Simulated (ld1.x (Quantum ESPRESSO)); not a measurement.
# Pseudopotential generation for zinc: TM, LDA (PZ), scalar-relativistic.

- Element: Zn
- Generator: ld1.x (Quantum ESPRESSO) 7.5
- Type: norm-conserving Troullier–Martins (Kleinman–Bylander form)
- Functional: LDA (PZ)
- Relativity: scalar-relativistic
- Frozen core: [Ar]
- Valence charge: 12
- Reference configuration: 3d9 4s0 4p0 (charge +3)
- Partial waves: 4s (bound, empty): rc 1.35 bohr; 4p (bound, empty): rc 2.15 bohr; 3d (bound): rc 1.20 bohr
- Local potential: all-electron potential smoothed inside 1.35 bohr (lloc = -1)
- Core correction: none

All-electron outer shells of the reference configuration (LDA (PZ), scalar-relativistic, ld1.x):

```json
{"shell": "3p", "level (eV)": "-124.98", "outermost node (bohr)": "0.25", "outermost maximum (bohr)": "0.59"}
{"shell": "3d", "level (eV)": "-51.06", "outermost node (bohr)": "–", "outermost maximum (bohr)": "0.56"}
{"shell": "4s", "level (eV)": "-35.67", "outermost node (bohr)": "0.83", "outermost maximum (bohr)": "1.75"}
{"shell": "4p", "level (eV)": "-26.61", "outermost node (bohr)": "0.89", "outermost maximum (bohr)": "2.01"}
```

Q: Estimate the cutoffs (Ry, on a coarse ladder) from which the occupation-weighted sum of valence levels, in a spherical-Bessel basis at the reference potential, stays within 10 and 1 mRy of its value at 400 Ry.

A: 180 Ry and over 300 Ry.

Q: Does the potential have ghost states?

A: Ghost state, extra bound levels that the all-electron valence spectrum of the same l lacks: s at -38.1 eV. A true bound ghost makes a file unfit for plane-wave use.

Its largest configuration-test error is -247 meV (3d8 4s0 4p0). 5 of 9 tests not solved or not reliable. Not counted: 3d10 4s2 4p0 (solver errors, printed error -1615 eV); 3d10 4s1.5 4p0 (solver errors, printed error -1460 eV); 3d9 4s2 4p1 (solver errors, printed error -1414 eV); 2 more.
